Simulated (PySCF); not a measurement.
**Basis and Hamiltonian dependence of the ionisation energy of Be⁺**

Be⁺ [He] 2s1 (2S) → Be²⁺ 1s2 (1S). Calculated with PySCF 2.14 from differences of total energies of unrestricted determinants, without spin-orbit coupling. Values in eV.

```
                                              basis       Hamiltonian  functions     UHF  r2SCAN    PBE0  CCSD(T) (valence and next inner shell)
                                   Sapporo-DZP-2012     spin-free X2C         10  18.082  18.160  18.421                                     n/a
                                            cc-pVDZ  non-relativistic         14  18.086     n/a  18.396                                     n/a
                                          def2-TZVP  non-relativistic         19  18.122     n/a  18.442                                     n/a
x2c-TZVPPall with one added diffuse shell of s type     spin-free X2C         20  18.125  18.174  18.446                                  18.161
                                        def2-TZVPPD  non-relativistic         22  18.122  18.171  18.442                                  18.160
                                     aug-cc-pVDZ-DK     spin-free X2C         23  18.094  18.135  18.404                                     n/a
                                       aug-cc-pCVDZ  non-relativistic         27  18.117  18.171  18.446                                  18.148
                                       ANO-RCC-VTZP     spin-free X2C         30  18.129  18.176  18.453                                  18.160
                                       x2c-QZVPPall     spin-free X2C         36  18.130  18.183  18.459                                  18.176
                                            cc-pVQZ  non-relativistic         55  18.127  18.180  18.452                                     n/a
                                         dyall-av3z     spin-free X2C         76  18.130  18.191  18.460                                     n/a
                                     aug-cc-pVQZ-DK     spin-free X2C         80  18.129  18.184  18.455                                     n/a
                                        aug-cc-pVQZ  non-relativistic         80  18.127  18.181  18.452                                     n/a
                                       aug-cc-pCVQZ  non-relativistic        109  18.127  18.185  18.456                                     n/a
```

Frozen in the all-electron rows: valence: 1s2; valence and next inner shell: nothing.

Reference for a calculation without spin-orbit coupling: 18.211 eV (measured, between term centres; NIST).
